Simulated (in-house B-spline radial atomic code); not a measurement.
Ionisation energies along the 34-electron series, configuration [Ar] 3d10 4s2 4p4, as differences of self-consistent energies. NIST's values go from ground level to ground level; the uncertainty of those that are theory runs from under 0.1 % in few-electron ions to several per cent in heavy many-electron ones. Computed with a radial B-spline atomic code at the basis-set limit: non-relativistic Hartree-Fock, average of the configuration, point nuclei.

This level leaves out relativity, spin-orbit splitting included, which matters for heavy ions.

```json
{"ion": "Xe20+", "configuration after": "[Ar] 3d10 4s2 4p3", "ionisation energy (eV)": "614.0", "IE/(q+1)² (eV)": "1.3923", "-ε less Coulomb ΔSCF (eV)": "0.48378", "tabulated value (eV)": "616", "tabulated kind": "tabulated theory", "computed minus tabulated (eV)": "-2.0"}
{"ion": "Cs21+", "configuration after": "[Ar] 3d10 4s2 4p3", "ionisation energy (eV)": "662.9", "IE/(q+1)² (eV)": "1.3696", "-ε less Coulomb ΔSCF (eV)": "0.48432", "tabulated value (eV)": "666", "tabulated kind": "tabulated theory", "computed minus tabulated (eV)": "-3.1"}
{"ion": "Ba22+", "configuration after": "[Ar] 3d10 4s2 4p3", "ionisation energy (eV)": "?", "IE/(q+1)² (eV)": "?", "-ε less Coulomb ΔSCF (eV)": "?", "tabulated value (eV)": "?", "tabulated kind": "tabulated theory", "computed minus tabulated (eV)": "?"}
{"ion": "La23+", "configuration after": "[Ar] 3d10 4s2 4p3", "ionisation energy (eV)": "765.8", "IE/(q+1)² (eV)": "1.3295", "-ε less Coulomb ΔSCF (eV)": "0.48561", "tabulated value (eV)": "770", "tabulated kind": "tabulated theory", "computed minus tabulated (eV)": "-4.2"}
{"ion": "Ce24+", "configuration after": "[Ar] 3d10 4s2 4p3", "ionisation energy (eV)": "819.8", "IE/(q+1)² (eV)": "1.3118", "-ε less Coulomb ΔSCF (eV)": "0.48633", "tabulated value (eV)": "824", "tabulated kind": "tabulated theory", "computed minus tabulated (eV)": "-4.2"}
{"ion": "Pr25+", "configuration after": "[Ar] 3d10 4s2 4p3", "ionisation energy (eV)": "875.6", "IE/(q+1)² (eV)": "1.2953", "-ε less Coulomb ΔSCF (eV)": "0.48709", "tabulated value (eV)": "880", "tabulated kind": "tabulated theory", "computed minus tabulated (eV)": "-4.4"}
{"ion": "Nd26+", "configuration after": "[Ar] 3d10 4s2 4p3", "ionisation energy (eV)": "?", "IE/(q+1)² (eV)": "?", "-ε less Coulomb ΔSCF (eV)": "?", "tabulated value (eV)": "?", "tabulated kind": "tabulated theory", "computed minus tabulated (eV)": "?"}
{"ion": "Pm27+", "configuration after": "[Ar] 3d10 4s2 4p3", "ionisation energy (eV)": "992.3", "IE/(q+1)² (eV)": "1.2657", "-ε less Coulomb ΔSCF (eV)": "0.48868", "tabulated value (eV)": "998", "tabulated kind": "tabulated theory", "computed minus tabulated (eV)": "-5.7"}
{"ion": "Sm28+", "configuration after": "[Ar] 3d10 4s2 4p3", "ionisation energy (eV)": "1053.2", "IE/(q+1)² (eV)": "1.2524", "-ε less Coulomb ΔSCF (eV)": "0.48951", "tabulated value (eV)": "1060", "tabulated kind": "tabulated theory", "computed minus tabulated (eV)": "-6.8"}
{"ion": "Eu29+", "configuration after": "[Ar] 3d10 4s2 4p3", "ionisation energy (eV)": "1115.9", "IE/(q+1)² (eV)": "1.2399", "-ε less Coulomb ΔSCF (eV)": "0.49034", "tabulated value (eV)": "1124", "tabulated kind": "tabulated theory", "computed minus tabulated (eV)": "-8.1"}
{"ion": "Gd30+", "configuration after": "[Ar] 3d10 4s2 4p3", "ionisation energy (eV)": "1180.2", "IE/(q+1)² (eV)": "1.2281", "-ε less Coulomb ΔSCF (eV)": "0.49118", "tabulated value (eV)": "1189", "tabulated kind": "tabulated theory", "computed minus tabulated (eV)": "-8.8"}
{"ion": "Tb31+", "configuration after": "[Ar] 3d10 4s2 4p3", "ionisation energy (eV)": "1246.3", "IE/(q+1)² (eV)": "1.2171", "-ε less Coulomb ΔSCF (eV)": "0.49202", "tabulated value (eV)": "1256", "tabulated kind": "tabulated theory", "computed minus tabulated (eV)": "-9.7"}
{"ion": "Dy32+", "configuration after": "[Ar] 3d10 4s2 4p3", "ionisation energy (eV)": "1314.1", "IE/(q+1)² (eV)": "1.2067", "-ε less Coulomb ΔSCF (eV)": "0.49286", "tabulated value (eV)": "1325", "tabulated kind": "tabulated theory", "computed minus tabulated (eV)": "-10.9"}
{"ion": "Ho33+", "configuration after": "[Ar] 3d10 4s2 4p3", "ionisation energy (eV)": "?", "IE/(q+1)² (eV)": "?", "-ε less Coulomb ΔSCF (eV)": "?", "tabulated value (eV)": "?", "tabulated kind": "tabulated theory", "computed minus tabulated (eV)": "?"}
{"ion": "Er34+", "configuration after": "[Ar] 3d10 4s2 4p3", "ionisation energy (eV)": "1454.8", "IE/(q+1)² (eV)": "1.1876", "-ε less Coulomb ΔSCF (eV)": "0.49455", "tabulated value (eV)": "1468", "tabulated kind": "tabulated theory", "computed minus tabulated (eV)": "-13.2"}
```

(1) Fill in the row of Ba22+.

(2) Fill in the row of Nd26+.

(3) Fill in the row of Ho33+.

## Answers

(1) ionisation energy (eV): 713.5; IE/(q+1)² (eV): 1.3487; -ε less Coulomb ΔSCF (eV): 0.48493; tabulated value (eV): 717; computed minus tabulated (eV): -3.5.

(2) ionisation energy (eV): 933.1; IE/(q+1)² (eV): 1.28; -ε less Coulomb ΔSCF (eV): 0.48787; tabulated value (eV): 939; computed minus tabulated (eV): -5.9.

(3) ionisation energy (eV): 1383.6; IE/(q+1)² (eV): 1.1969; -ε less Coulomb ΔSCF (eV): 0.49371; tabulated value (eV): 1395; computed minus tabulated (eV): -11.4.
